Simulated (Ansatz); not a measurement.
`BN([SiH3])[SiH2]Cl` + H₂S → `S[SiH2]Cl` + `BN[SiH3]` at 500 K and 1 bar (ligand exchange at the Si–N bond).

Computed with Ansatz on PBE0-D4/def2-TZVP structures; ΔE is electronic, products minus reactants. CCSD(T)/CBS adds triple-zeta CCSD(T) − MP2 to the extrapolated MP2 energy (def2 sets, frozen cores). This one scheme is used for every species. One conformer a species, not always the lowest.

```csv
species,CCSD(T)/CBS energy (Eh),H − E (kJ/mol),S (J/(mol·K))
`BN([SiH3])[SiH2]Cl`,-1121.76437,245.6,455.4
H₂S,-398.97279,57.0,224.0
`S[SiH2]Cl`,-1148.50980,107.1,347.8
`BN[SiH3]`,-372.22946,202.1,342.4
```

H − E and S are ideal-gas, rigid-rotor, harmonic terms from PBE0-D4/def2-TZVP, for one conformer and one mirror image of each species. 1 Eh = 2625.50 kJ/mol, R = 8.31446 J/(mol·K).

By hand: ΔE, ΔH, ΔS and ΔG.

ΔE = (-1148.50980) + (-372.22946) − (-1121.76437) − (-398.97279) = -0.00210 Eh = -5.5 kJ/mol. Δ(H − E) = 107.1 + 202.1 − 245.6 − 57.0 = 6.6, so ΔH = 1.1 kJ/mol. ΔS = 347.8 + 342.4 − 455.4 − 224.0 = 10.8 J/(mol·K). ΔG = 1.1 − 500 × (10.8)/1000 = -4.3 kJ/mol.

By hand: the equilibrium constant, and the temperature at which ΔG would vanish if ΔH and ΔS stayed fixed.

log₁₀ K = −ΔG/(RT ln 10) = 0.4. ΔG = 0 at ΔH/ΔS = 102 K, though so small a ΔH makes that figure unsure.

TΔS isn't small against ΔH here. The sign of ΔG lies within the doubt. A doubt of 5 kJ/mol in ΔE shifts log₁₀ K by 0.5 here. Other conformers and mirror images would add mixing entropy, several J/(mol·K) or more a flexible species. Modes under 60 cm⁻¹, often nearly free rotors, make the harmonic entropy too high. These are equilibria of isolated gas molecules and say nothing of rates. Largest T1 diagnostic: 0.012 (customary marks: 0.02 for closed shells, 0.045 for open ones).
